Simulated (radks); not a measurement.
All-electron atom: Sm45+ in [Ne] 3s2 3p5. All-electron calculation, non-relativistic Kohn-Sham, LDA (Slater exchange, Perdew-Wang correlation), spin-unpolarised, spherical densities, point nucleus; relativity is left out, which matters for an element this heavy. Program: a radial shooting solver on a logarithmic mesh with Libxc functionals.

Unscreened Slater integrals over Kohn-Sham orbitals (hartree).

| integral | value |
|---|---|
| F0(3p,3p) | 3.8254 |
| F2(3p,3p) | 1.9272 |
| F0(3p,3s) | 3.7122 |
| G1(3p,3s) | 2.3654 |
| F0(3p,2p) | 5.0441 |
| F2(3p,2p) | 1.3047 |
| G0(3p,2p) | 0.51005 |
| G2(3p,2p) | 0.56798 |
| F0(3p,2s) | 4.8660 |
| G1(3p,2s) | 0.41613 |
| F0(3s,3s) | 3.6211 |
| F0(3s,2p) | 4.7460 |
| G1(3s,2p) | 0.49252 |
| F0(3s,2s) | 4.6236 |
| G0(3s,2s) | 0.38980 |
| F0(2p,2p) | 10.394 |
| F2(2p,2p) | 4.9824 |
| F0(2p,2s) | 9.3767 |
| G1(2p,2s) | 5.2246 |
| F0(2s,2s) | 8.7476 |

Derived for the open shells (J is the average intra-shell exchange parameter used in DFT+U). 3p: J = F2/5 = 0.3854 hartree.
